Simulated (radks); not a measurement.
Results of a calculation; reference values are marked as such.
All-electron atom: Ta XL in [Ar] 3d10 4s2 4p4 (the NIST ground configuration). Level of theory: non-relativistic Kohn-Sham, TPSS, spin-polarised, spherical densities, point nucleus; open shells are filled with parallel spins first (spin-orbit coupling, left out, can overturn this in heavy ions); meta-GGA in the generalised Kohn-Sham scheme; relativity is left out, which matters for an element this heavy (a radial shooting solver on a logarithmic mesh with Libxc functionals).

Radial electron density D(r) = 4 pi r^2 rho(r):

```
   r/bohr * D(r) (the largest magnitude, 127, reaches the edge; | marks zero)
0.0008769 |*
0.0009887 |*
 0.001115 | *
 0.001257 | *
 0.001417 | *
 0.001598 |  *
 0.001802 |   *
 0.002031 |    *
  0.00229 |     *
 0.002603 |      *
 0.002935 |        *
 0.003309 |         *
 0.003731 |           *
 0.004207 |              *
 0.004743 |                *
 0.005348 |                   *
 0.006029 |                      *
 0.006798 |                         *
 0.007665 |                            *
 0.008642 |                               *
 0.009744 |                                  *
  0.01099 |                                     *
  0.01239 |                                      *
  0.01397 |                                       *
  0.01575 |                                        *
  0.01775 |                                       *
  0.02002 |                                      *
  0.02257 |                                     *
  0.02545 |                                    *
  0.02869 |                                    *
  0.03261 |                                     *
  0.03677 |                                        *
  0.04146 |                                            *
  0.04674 |                                                *
   0.0527 |                                                    *
  0.05942 |                                                      *
    0.067 |                                                      *
  0.07554 |                                                   *
  0.08517 |                                               *
  0.09603 |                                           *
   0.1083 |                                         *
   0.1221 |                                          *
   0.1376 |                                            *
   0.1552 |                                               *
    0.175 |                                               *
   0.1973 |                                           *
   0.2224 |                                   *
   0.2508 |                          *
   0.2828 |                  *
   0.3188 |             *
   0.3595 |          *
   0.4086 |         *
   0.4606 |        *
   0.5194 |      *
   0.5856 |   *
   0.6603 | *
   0.7444 |*
   0.8394 *
   0.9464 *
    1.067 *
    1.203 *
```

D(r) has 3 maxima, at r = 0.0154, 0.0628, 0.167 bohr, and minima at 0.0273, 0.113 bohr, inside which lie 1.96, 11.34 electrons.
